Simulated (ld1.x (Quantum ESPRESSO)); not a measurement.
## Before and after: TM potential for Mg (Z = 12)

ld1.x (Quantum ESPRESSO) 7.5 input, shortened:

```
&input
   title='Mg', zed=12., rel=1, dft='PBESOL', iswitch=3,
   config='[Ne] 3s1.75 3p0.25'
 /
 &inputp
   pseudotype=2, tm=.true., lloc=1,
   nlcc=.false.
 /
2
3S  1  0   1.75   0.00  2.20  2.20  0.0
3P  2  1   0.25   0.00  3.85  3.85  0.0
 &test
   configts(1)='3s1.75 3p0.25'
 /
```

Change: wave 3p (bound): rc 3.85 bohr becomes 3p (bound): rc 5.38 bohr.

Cutoffs: the cutoffs (Ry, on a coarse ladder) from which the occupation-weighted sum of valence levels, in a spherical-Bessel basis at the reference potential, stays within 10 and 1 mRy of its value at 400 Ry; they do not see the model core or the augmentation charge, which bear on the density cutoff. Errors are all-electron minus pseudo energies relative to the spin-unpolarised reference configuration.

Question: How do hardness, ghosts and transferability respond?

Answer: The potential gets neither clearly harder nor softer (6 Ry and 18 Ry → 6 Ry and 18 Ry); of the 6 tests that both files solve, the error grows in 1 and shrinks in 2 by more than 15 % and 0.3 meV (median size 2.8 → 2.4 meV); neither file shows a bound ghost.

| quantity | base | changed |
| --- | --- | --- |
| cutoff, loose | 6 Ry | 6 Ry |
| cutoff, tight | 18 Ry | 18 Ry |
| bound ghosts | none | none |
| error for 3s2 3p0, meV [ΔE -0.85 eV] | +0.3 | +0.3 |
| error for 3s1 3p0, meV [ΔE 7.07 eV] | -0.7 | +1.0 |
| error for 3s1.5 3p0, meV [ΔE 2.28 eV] | -1.0 | -0.5 |
| error for 3s1 3p1, meV [ΔE 2.62 eV] | +4.5 | +3.7 |
| error for 3s0 3p1, meV [ΔE 11.38 eV] | +62 | +55 |
| error for 3s0 3p2, meV [ΔE 6.28 eV] | +35 | +32 |
